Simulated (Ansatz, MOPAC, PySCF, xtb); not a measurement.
Complex: H2 (SMILES [H][H]) (first 2 atoms) with CH4S (SMILES CS); geometry from B3LYP-D3(BJ)/def2-TZVP.
(charge 0, multiplicity 1):
```xyz
8

H      0.02958    -0.32953     0.15439
H      0.37830    -0.16103    -0.48325
C      0.90060     0.72766     3.08637
S     -0.73700    -0.07169     3.07000
H      0.90601     1.60188     3.73384
H      1.59349    -0.01030     3.48716
H      1.21812     0.99783     2.08128
H     -1.42548     0.97031     2.57631
```

Counterpoise-corrected where a basis set is named; no monomer relaxation.

The state that AM1 reach isn't checked.

Codes used: Ansatz (Gaussian orbitals); MOPAC for AM1 (differences of heats of formation); PySCF for the dispersion terms; xtb for the GFN methods. Each number belongs to the level named beside it.

Question: One of these levels gives -18.1 meV for the interaction energy. Which?
A) PBE-D3(BJ)/def2-TZVPPD
B) SVWN5/def2-TZVPPD
C) AM1
D) GFN2-xTB

Answer: D, GFN2-xTB. The others give -2.6 (AM1), -81.2 (SVWN5/def2-TZVPPD), -48.3 (PBE-D3(BJ)/def2-TZVPPD)

Ansatz is a program for electronic structure.
